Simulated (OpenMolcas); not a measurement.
## Rh3+: ligand-field states by method

Rh3+ with its 6 nearest fluoride ions at 2.046 Å, on the Y site of Cs2NaYF6 (a = 9.075 Å, distance in the model lattice 2.178 Å). The rest of the host is ab initio model potentials to 7.6 Å, with orthogonalisation functions on the cations behind the ligands, and point charges beyond; the distance is set by hand and nothing relaxes. Ligand basis ANO-RCC-VDZP.
```
Rh    0.0000    0.0000    0.0000
F     2.0460    0.0000    0.0000
F     0.0000    2.0460    0.0000
F    -2.0460    0.0000    0.0000
F     0.0000   -2.0460    0.0000
F     0.0000    0.0000    2.0460
F     0.0000    0.0000   -2.0460
```

```
Program             : OpenMolcas
Basis               : ANO-RCC-VDZP [6s5p3d1f]
Scalar Hamiltonian  : DKH2, point nucleus
Active space        : 6 electrons in 5 orbitals (4d)
State averaging     : 2S+1 = 5 even, 5 roots; 2S+1 = 3 even, 45 roots; 2S+1 = 1 even, 50 roots
Spin-orbit coupling : state interaction with AMFI integrals over the reference wave functions
```

I. CASSCF
II. SS-CASPT2, IPEA 0.25 Eh, imaginary shift 0.1 Eh (closed shells correlated: 4s 4p and the ligand valence shells)

Spin-free states (labels of O, the rotations of Oh) in cm-1, each column counted from its own energy of the first state listed:

```csv
State,Degeneracy,I,II
1A1,1,0,0
3T1,3,10175,14070
5T2,3,10725,21060
3T2,3,15181,17920
1T1,3,17080,18900
1T2,3,26677,26070
```

From I to II, I's first state of the same spin (1T1) moves from 17080 to 18900 cm-1, by about +1800 cm-1.

From I to II, I's first state of another spin (3T1) moves from 10175 to 14070 cm-1, by about +3900 cm-1.

I: A least-squares ligand-field fit to the states below 45000 cm-1, each weighted by its degeneracy and with a free common offset, gives 10Dq = 19569 cm-1, B = 776 cm-1 and C = 3295 cm-1 (C/B = 4.25), with an rms deviation of 246 cm-1. The same method and metal basis give the free ion B = 943 cm-1 (fit to its terms below 60000 cm-1, rms deviation 26 cm-1), so the nephelauxetic ratio is β = 776 / 943 = 0.82; it hangs on how both fits weigh the states, and computed free-ion B values tend to be too large, so β mixes covalency with correlation.

χT at 300 K: I 0.05, II 0.04 cm3 K/mol.

Roots that are degenerate in the reference are averaged as groups; the widest CASPT2 spread within a group is 190 cm-1 (the 3-fold group of multiplicity 1 near 96500 cm-1 above the lowest state of its run, II). Shifts and gaps below about the spread of the groups concerned are not significant. Over all roots computed the reference weight is 0.69 to 0.72 in II; a low but even weight reflects the number of correlated electrons. The least metal-like active orbital is 79 % on the metal (Löwdin) and no ligand orbital is active, so the numbers are rough. Ligand-to-metal charge-transfer states are missing. With no ligand orbital active B as a rule stays too high, so bands that hang on it stand too high and its fall with covalency is understated. Without dynamic correlation the repulsion within the d shell is too large (B by tens of per cent), so at a given field states of lower spin stand too high (holds for I). This shell can be high or low spin here, a state of another spin lies low, and with metal d orbitals alone active their balance is uncertain, so the ground spin may be wrong, although the usual error favours high spin (holds for I). With metal d orbitals alone the field can be off either way by tens of per cent (holds for I). With one d shell and no ligand orbital active, 10Dq can be off by a tenth or more (holds for II). No measured value stands beside these numbers; the geometry was set by hand and not optimised.
